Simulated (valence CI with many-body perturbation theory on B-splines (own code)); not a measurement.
# Tl8+: electric-dipole lines

Method: valence CI with perturbative core correlation (CI+MBPT): five valence electrons over a frozen Dirac-Fock core [Xe] 4f14, a basis of 7 s, 7 p, 8 d, 6 f, 4 g, 1 h functions for each j, with the one-electron correlation potential Σ1 (screened to all orders), the two-electron term Σ2, the three-electron term Σ3, Breit, model QED; selected single and double excitations, second order for the rest, scaled by the run's own slope (own B-spline code, finite nucleus).

No measured spectrum was set against this ion. As an estimate, terms of the open shell hold to 2 to 4 % of their energy, and close levels can change places; different configurations can be misplaced against each other by 1,000 to 8,000 cm⁻¹. Among the levels kept, up to 1200 cm⁻¹ of a level comes from second order outside the variational space, and about a tenth of that is noise between levels of different J, which matters for small intervals. The list stops below the first excitations out of the core.

Lines 101 to 150 of 386 in falling wavelength, among levels below 368860 cm⁻¹, chosen from the strongest by gf and those to the six lowest levels. Wavelengths and rates use the calculated energies, so an error of 2000 cm⁻¹ moves a line at 2015 Å by 4 % and its rate by three times that or more. Electric multipoles are in the length gauge, E1 and E2 with the static RPA response of the core. Weak lines are less certain than strong ones. Lines between different terms over intervals too small for the method are left out, as are lines whose strength nearly cancels. The highest levels of a list are the least certain.

Levels are named by their leading jj configuration (3d3/2^4 stands for four electrons in 3d with j = 3/2), which in mixed levels can hold well under half, so a name can repeat and another be missing. Letters in brackets count levels of one name in rising energy.

| λ vac (Å) | Upper | Lower | A (s⁻¹) | S (a.u.) with core polarisation | S without |
| --- | --- | --- | --- | --- | --- |
| 2015 | (5d3/2^3 5d5/2 6p1/2) J=5/2 [a] | (5d3/2 5d5/2^3 6s) J=3/2 [a] | 2.35e+03 | 5.70e-05 | 7.20e-05 |
| 1989 | (5d3/2^3 5d5/2 6p1/2) J=7/2 | (5d3/2 5d5/2^3 6s) J=9/2 [a] | 7.69e+04 | 2.39e-03 | 3.04e-03 |
| 1986 | (5d3/2^3 5d5/2 6p1/2) J=3/2 [b] | (5d3/2 5d5/2^3 6s) J=3/2 [a] | 8.92e+03 | 1.38e-04 | 1.72e-04 |
| 1959 | (5d3/2^3 5d5/2 6p1/2) J=9/2 | (5d3/2 5d5/2^3 6s) J=9/2 [a] | 5.53e+02 | 2.05e-05 | 2.24e-05 |
| 1955 | (5d3/2^3 5d5/2 6p1/2) J=7/2 | (5d3/2^2 5d5/2^2 6s) J=5/2 [g] | 1.70e+04 | 5.01e-04 | 6.33e-04 |
| 1940 | (5d3/2^3 5d5/2 6p1/2) J=9/2 | (5d3/2 5d5/2^3 6s) J=11/2 [b] | 3.36e+04 | 1.21e-03 | 1.53e-03 |
| 1906 | (5d3/2^3 5d5/2 6p1/2) J=5/2 [b] | (5d3/2^2 5d5/2^2 6s) J=7/2 [e] | 1.74e+04 | 3.56e-04 | 4.72e-04 |
| 1900 | (5d3/2^3 5d5/2 6p1/2) J=3/2 [b] | (5d3/2 5d5/2^3 6s) J=1/2 [a] | 7.13e+02 | 9.66e-06 | 1.38e-05 |
| 1891 | (5d3/2^3 5d5/2 6p1/2) J=5/2 [a] | (5d3/2 5d5/2^3 6s) J=5/2 [a] | 4.64e+04 | 9.30e-04 | 1.15e-03 |
| 1865 | (5d3/2^3 5d5/2 6p1/2) J=3/2 [b] | (5d3/2 5d5/2^3 6s) J=5/2 [a] | 1.57e+05 | 2.01e-03 | 2.49e-03 |
| 1847 | (5d3/2^3 5d5/2 6p1/2) J=7/2 | (5d3/2^2 5d5/2^2 6s) J=9/2 [e] | 1.84e+04 | 4.57e-04 | 5.78e-04 |
| 1843 | (5d3/2^4 6p1/2) J=1/2 | (5d3/2^2 5d5/2^2 6s) J=3/2 [b] | 6.91e+04 | 4.27e-04 | 5.50e-04 |
| 1826 | (5d3/2^3 5d5/2 6p1/2) J=5/2 [a] | (5d3/2 5d5/2^3 6s) J=7/2 [b] | 7.51e+03 | 1.35e-04 | 1.78e-04 |
| 1821 | (5d3/2^3 5d5/2 6p1/2) J=9/2 | (5d3/2^2 5d5/2^2 6s) J=9/2 [e] | 9.24e+04 | 2.76e-03 | 3.48e-03 |
| 1817 | (5d3/2^3 5d5/2 6p1/2) J=5/2 [b] | (5d3/2^2 5d5/2^2 6s) J=5/2 [g] | 1.73e+05 | 3.07e-03 | 3.94e-03 |
| 1815 | (5d3/2^3 5d5/2 6p1/2) J=1/2 | (5d3/2^2 5d5/2^2 6s) J=3/2 [c] | 5.32e+03 | 3.14e-05 | 3.32e-05 |
| 1805 | (5d3/2^3 5d5/2 6p1/2) J=3/2 [a] | (5d3/2^2 5d5/2^2 6s) J=5/2 [e] | 2.86e+03 | 3.32e-05 | 4.51e-05 |
| 1796 | (5d3/2^3 5d5/2 6p1/2) J=5/2 [a] | (5d3/2^2 5d5/2^2 6s) J=3/2 [d] | 8.43e+03 | 1.45e-04 | 1.76e-04 |
| 1772 | (5d3/2^3 5d5/2 6p1/2) J=3/2 [b] | (5d3/2^2 5d5/2^2 6s) J=3/2 [d] | 1.92e+04 | 2.12e-04 | 2.65e-04 |
| 1746 | (5d3/2^3 5d5/2 6p1/2) J=7/2 | (5d3/2 5d5/2^3 6s) J=5/2 [a] | 2.18e+04 | 4.58e-04 | 5.72e-04 |
| 1742 | (5d3/2^3 5d5/2 6p1/2) J=5/2 [a] | (5d3/2^2 5d5/2^2 6s) J=5/2 [f] | 3.12e+04 | 4.88e-04 | 6.19e-04 |
| 1731 | (5d3/2^3 5d5/2 6p1/2) J=3/2 [a] | (5d3/2^2 5d5/2^2 6s) J=3/2 [c] | 5.02e+05 | 5.14e-03 | 6.41e-03 |
| 1728 | (5d3/2^3 5d5/2 6p1/2) J=5/2 [b] | (5d3/2 5d5/2^3 6s) J=3/2 [a] | 1.19e+04 | 1.82e-04 | 2.32e-04 |
| 1724 | (5d3/2^4 6p1/2) J=1/2 | (5d3/2^2 5d5/2^2 6s) J=3/2 [a] | 7.66e+04 | 3.87e-04 | 5.00e-04 |
| 1720 | (5d3/2^3 5d5/2 6p1/2) J=3/2 [b] | (5d3/2^2 5d5/2^2 6s) J=5/2 [f] | 3.87e+05 | 3.88e-03 | 4.79e-03 |
| 1691 | (5d3/2^3 5d5/2 6p1/2) J=7/2 | (5d3/2 5d5/2^3 6s) J=7/2 [b] | 3.26e+03 | 6.22e-05 | 8.60e-05 |
| 1678 | (5d3/2^3 5d5/2 6p1/2) J=5/2 [a] | (5d3/2 5d5/2^3 6s) J=7/2 [a] | 7.89e+04 | 1.10e-03 | 1.38e-03 |
| 1669 | (5d3/2^3 5d5/2 6p1/2) J=9/2 | (5d3/2 5d5/2^3 6s) J=7/2 [b] | 3.11e+03 | 7.14e-05 | 9.50e-05 |
| 1652 | (5d3/2^3 5d5/2 6p1/2) J=9/2 | (5d3/2 5d5/2^3 6s) J=11/2 [a] | 5.03e+04 | 1.12e-03 | 1.43e-03 |
| 1636 | (5d3/2^3 5d5/2 6p1/2) J=5/2 [b] | (5d3/2 5d5/2^3 6s) J=5/2 [a] | 1.81e+04 | 2.34e-04 | 3.13e-04 |
| 1621 | (5d3/2^3 5d5/2 6p1/2) J=1/2 | (5d3/2^2 5d5/2^2 6s) J=1/2 [b] | 6.75e+05 | 2.83e-03 | 3.59e-03 |
| 1618 | (5d3/2^3 5d5/2 6p1/2) J=7/2 | (5d3/2^2 5d5/2^2 6s) J=5/2 [f] | 5.33e+05 | 8.93e-03 | 1.09e-02 |
| 1587 | (5d3/2^3 5d5/2 6p1/2) J=5/2 [b] | (5d3/2 5d5/2^3 6s) J=7/2 [b] | 3.93e+05 | 4.66e-03 | 5.79e-03 |
| 1567 | (5d3/2^3 5d5/2 6p1/2) J=3/2 [a] | (5d3/2^2 5d5/2^2 6s) J=5/2 [d] | 3.38e+04 | 2.57e-04 | 3.28e-04 |
| 1564 | (5d3/2^3 5d5/2 6p1/2) J=5/2 [a] | (5d3/2^2 5d5/2^2 6s) J=5/2 [e] | 2.50e+05 | 2.83e-03 | 3.52e-03 |
| 1564 | (5d3/2^3 5d5/2 6p1/2) J=5/2 [b] | (5d3/2^2 5d5/2^2 6s) J=3/2 [d] | 1.85e+03 | 2.10e-05 | 2.63e-05 |
| 1563 | (5d3/2^3 5d5/2 6p1/2) J=7/2 | (5d3/2 5d5/2^3 6s) J=7/2 [a] | 1.58e+05 | 2.39e-03 | 3.01e-03 |
| 1553 | (5d3/2^3 5d5/2 6p1/2) J=3/2 [a] | (5d3/2^2 5d5/2^2 6s) J=1/2 [b] | 2.26e+04 | 1.67e-04 | 1.94e-04 |
| 1546 | (5d3/2^3 5d5/2 6p1/2) J=3/2 [b] | (5d3/2^2 5d5/2^2 6s) J=5/2 [e] | 3.27e+05 | 2.39e-03 | 2.99e-03 |
| 1545 | (5d3/2^3 5d5/2 6p1/2) J=9/2 | (5d3/2 5d5/2^3 6s) J=7/2 [a] | 2.02e+02 | 3.68e-06 | 5.43e-06 |
| 1533 | (5d3/2^4 6p1/2) J=1/2 | (5d3/2^2 5d5/2^2 6s) J=1/2 [a] | 1.46e+05 | 5.17e-04 | 6.18e-04 |
| 1523 | (5d3/2^3 5d5/2 6p1/2) J=5/2 [b] | (5d3/2^2 5d5/2^2 6s) J=5/2 [f] | 1.67e+05 | 1.75e-03 | 2.07e-03 |
| 1509 | (5d3/2^3 5d5/2 6p1/2) J=5/2 [a] | (5d3/2^2 5d5/2^2 6s) J=3/2 [c] | 5.30e+05 | 5.39e-03 | 6.64e-03 |
| 1492 | (5d3/2^3 5d5/2 6p1/2) J=3/2 [b] | (5d3/2^2 5d5/2^2 6s) J=3/2 [c] | 4.56e+05 | 2.99e-03 | 3.76e-03 |
| 1474 | (5d3/2^3 5d5/2 6p1/2) J=5/2 [b] | (5d3/2 5d5/2^3 6s) J=7/2 [a] | 9.16e+04 | 8.69e-04 | 1.03e-03 |
| 1464 | (5d3/2^3 5d5/2 6p1/2) J=7/2 | (5d3/2^2 5d5/2^2 6s) J=5/2 [e] | 1.21e+06 | 1.50e-02 | 1.87e-02 |
| 1463 | (5d3/2^3 5d5/2 6p1/2) J=5/2 [a] | (5d3/2^2 5d5/2^2 6s) J=7/2 [d] | 1.94e+06 | 1.80e-02 | 2.26e-02 |
| 1452 | (5d3/2^3 5d5/2 6p1/2) J=7/2 | (5d3/2^2 5d5/2^2 6s) J=9/2 [d] | 3.95e+04 | 4.78e-04 | 6.15e-04 |
| 1437 | (5d3/2^3 5d5/2 6p1/2) J=9/2 | (5d3/2^2 5d5/2^2 6s) J=9/2 [d] | 1.54e+04 | 2.25e-04 | 3.22e-04 |
| 1436 | (5d3/2^3 5d5/2 6p1/2) J=3/2 [a] | (5d3/2^2 5d5/2^2 6s) J=3/2 [b] | 3.75e+05 | 2.19e-03 | 2.73e-03 |
